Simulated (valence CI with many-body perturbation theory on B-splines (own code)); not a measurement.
# E1 line list for Nb⁸⁺

Calculated by valence CI with perturbative core correlation (CI+MBPT): five valence electrons over a frozen Dirac-Fock core [Ar] 3d10, radial functions for each j: 11 s, 11 p, 10 d, 8 f, 5 g, 2 h, with the one-electron correlation potential Σ1, the two-electron term Σ2, the three-electron term Σ3, Breit, model QED; selected CI, second order for the rest (own B-spline code, finite nucleus).

No measured spectrum was set against this ion. As an estimate, levels hold to about 250 cm⁻¹ or 0.2 % of their energy and the worst to 1 %, as in measured heavy ions of charge 2 to 7; those with d or f electrons hold less well. Among the levels kept, up to 2900 cm⁻¹ of a level comes from second order outside the variational space, and about a tenth of that is noise between levels of different J, which matters for small intervals.

Lines 101 to 150 of 584 in falling wavelength, among levels below 88.388 eV, chosen from the strongest by gf and those to the six lowest levels. Wavelengths and rates use the calculated energies, so an error of 600 cm⁻¹ moves a line at 404.0 Å by 0.24 % and its rate by three times that or more. Electric multipoles are in the length gauge, E1 and E2 with the static RPA response of the core. Weak lines are less certain than strong ones. Lines between different terms over intervals too small for the method are left out, as are lines whose strength nearly cancels. Where a level lies close to another of its J and parity, the split of strength between their lines is uncertain. The highest levels of a list are the least certain.

Names give the largest LS component (configuration and term), which can be under half, so a name can repeat, a term be missing and a line seem to break the LS rules; names also repeat where a configuration has a term twice. Letters in brackets count levels of one name in rising energy.

```tsv
λ vac (Å)	Upper	Lower	A (s⁻¹)	log gf	Branch %
404.0	4s 4p3 4d 4D°_5/2 [c]	4s2 4p2 4d 4D_7/2	1.96e+09	-0.54	2.7
403.6	4s 4p3 4d 4P°_3/2 [a]	4s2 4p2 4d 4F_5/2	1.96e+09	-0.72	15.1
402.0	4s 4p3 4d 4P°_5/2 [a]	4s2 4p2 4d 4F_7/2	1.24e+09	-0.74	2.9
401.6	4s 4p4 2P_1/2	4s2 4p3 2P°_3/2	8.58e+09	-0.38	78.1
401.3	4s 4p3 4d 2D°_5/2 [d]	4s2 4p2 4d 2D_5/2 [b]	4.73e+09	-0.16	21.5
399.8	4s 4p3 4d 2D°_3/2 [a]	4s2 4p2 4d 2F_5/2 [a]	3.08e+09	-0.53	26.8
397.2	4s 4p3 4d 4P°_5/2 [b]	4s2 4p2 4d 2F_7/2 [a]	1.46e+09	-0.68	2.7
395.1	4s 4p3 4d 2F°_7/2 [a]	4s2 4p2 4d 2F_7/2 [a]	1.11e+09	-0.68	8.1
394.7	4s2 4p2 5p 2D°_5/2 [c]	4s2 4p2 4d 2F_7/2 [b]	1.48e+09	-0.68	4.2
394.1	4s 4p4 2D_3/2	4s2 4p3 4S°_3/2	1.31e+08	-1.91	2.8
393.5	4s2 4p2 5p 2P°_3/2 [b]	4s2 4p2 4d 2D_5/2 [c]	3.68e+09	-0.47	19.7
391.8	4s2 4p2 5p 2D°_5/2 [d]	4s2 4p2 4d 2F_7/2 [b]	3.22e+09	-0.35	10.4
385.7	4s 4p3 4d 2P°_3/2 [d]	4s2 4p2 4d 2F_5/2 [b]	2.56e+09	-0.64	4.6
384.5	4s 4p4 2P_3/2	4s2 4p3 2D°_5/2	1.07e+10	-0.02	78.2
383.8	4s2 4p2 4f 2F°_7/2	4s2 4p2 4d 2D_5/2 [c]	1.12e+09	-0.70	3.1
383.1	4s 4p3 4d 2F°_5/2 [a]	4s2 4p2 4d 2F_5/2 [a]	1.82e+09	-0.62	13.8
382.5	4s 4p3 4d 4D°_5/2 [d]	4s2 4p2 4d 4D_7/2	1.77e+09	-0.63	6.7
381.8	4s 4p3 4d 2G°_7/2 [b]	4s2 4p2 4d 2F_7/2 [a]	1.21e+09	-0.68	5.1
381.6	4s 4p3 4d 2D°_5/2 [b]	4s2 4p2 4d 2F_7/2 [a]	3.97e+09	-0.28	9.6
380.8	4s2 4p2 5p 2P°_3/2 [a]	4s2 4p2 4d 2D_5/2 [a]	1.09e+10	-0.02	14.5
380.4	4s2 4p2 5p 4S°_3/2	4s2 4p2 4d 2D_3/2 [a]	2.44e+09	-0.67	11.8
379.7	4s2 4p2 5p 2P°_1/2 [b]	4s2 4p2 4d 2P_3/2 [b]	4.21e+09	-0.74	13.9
378.0	4s 4p3 4d 2P°_1/2 [b]	4s2 4p2 4d 2D_3/2 [b]	3.67e+09	-0.80	4.2
378.0	4s 4p4 2S_1/2	4s2 4p3 2D°_3/2	7.01e+09	-0.52	59.0
376.8	4s 4p3 4d 2F°_7/2 [b]	4s2 4p2 4d 4D_7/2	2.87e+09	-0.31	23.8
376.8	4s2 4p2 5p 2P°_1/2 [c]	4s2 4p2 4d 2D_3/2 [c]	8.25e+09	-0.45	41.3
375.5	4s 4p3 4d 2F°_5/2 [c]	4s2 4p2 4d 2G_7/2	5.34e+09	-0.17	25.4
374.2	4s 4p4 2P_3/2	4s2 4p3 2D°_3/2	1.11e+09	-1.03	8.2
373.5	4s2 4p2 5p 2D°_5/2 [b]	4s2 4p2 4d 2D_5/2 [b]	1.38e+09	-0.76	6.9
372.7	4s 4p3 4d 2D°_5/2 [b]	4s2 4p2 4d 4F_7/2	1.64e+09	-0.69	4.0
370.8	4p5 2P°_3/2	4s 4p4 4P_5/2	2.81e+08	-1.64	3.4
370.8	4s2 4p2 5p 4P°_3/2	4s2 4p2 4d 4P_1/2	1.76e+09	-0.84	9.2
369.4	4s2 4p2 5p 2D°_5/2 [a]	4s2 4p2 4d 4P_5/2	1.52e+09	-0.73	7.2
368.9	4s 4p3 4d 2F°_7/2 [c]	4s2 4p2 4d 2G_9/2	2.92e+09	-0.32	7.8
368.7	4s2 4p2 5p 2D°_3/2 [b]	4s2 4p2 4d 2D_3/2 [b]	2.95e+09	-0.62	8.4
368.2	4s 4p3 4d 4D°_3/2 [c]	4s2 4p2 4d 2F_5/2 [a]	2.42e+09	-0.71	2.7
366.7	4s 4p3 4d 2F°_7/2 [d]	4s2 4p2 4d 2G_9/2	2.25e+09	-0.44	2.1
365.8	4s2 4p2 5p 2P°_3/2 [b]	4s2 4p2 4d 2P_3/2 [b]	4.14e+09	-0.48	22.1
365.3	4s 4p3 4d 4D°_3/2 [d]	4s2 4p2 4d 4D_5/2	1.91e+09	-0.82	4.0
364.6	4s2 4p2 5p 4P°_3/2	4s2 4p2 4d 4P_3/2	3.08e+09	-0.61	16.2
364.5	4s 4p3 4d 4D°_7/2 [d]	4s2 4p2 4d 4F_9/2	7.96e+09	0.10	53.1
363.1	4s2 4p2 5p 2P°_1/2 [b]	4s2 4p2 4d 2P_1/2 [b]	4.18e+09	-0.78	13.8
363.0	4s2 4p2 4f 4G°_7/2	4s2 4p2 4d 2G_9/2	5.63e+09	-0.05	30.9
362.2	4s 4p3 4d 4D°_7/2 [d]	4s2 4p2 4d 2F_7/2 [a]	2.25e+09	-0.45	15.0
361.0	4s2 4p2 4f 4G°_5/2	4s2 4p2 4d 2G_7/2	3.72e+09	-0.36	10.7
359.1	4s 4p3 4d 2F°_5/2 [c]	4s2 4p2 4d 4D_7/2	1.23e+09	-0.85	5.8
359.1	4s 4p3 4d 2F°_5/2 [b]	4s2 4p2 4d 2F_5/2 [a]	1.67e+09	-0.71	19.7
358.3	4s2 4p2 4d 4D_1/2	4s2 4p3 2P°_3/2	6.52e+08	-1.60	25.5
357.0	4s 4p3 4d 4D°_5/2 [d]	4s2 4p2 4d 2F_7/2 [a]	2.39e+09	-0.56	9.0
356.7	4s 4p3 4d 4D°_1/2 [e]	4s2 4p2 4d 4D_3/2	4.13e+09	-0.80	8.4
```
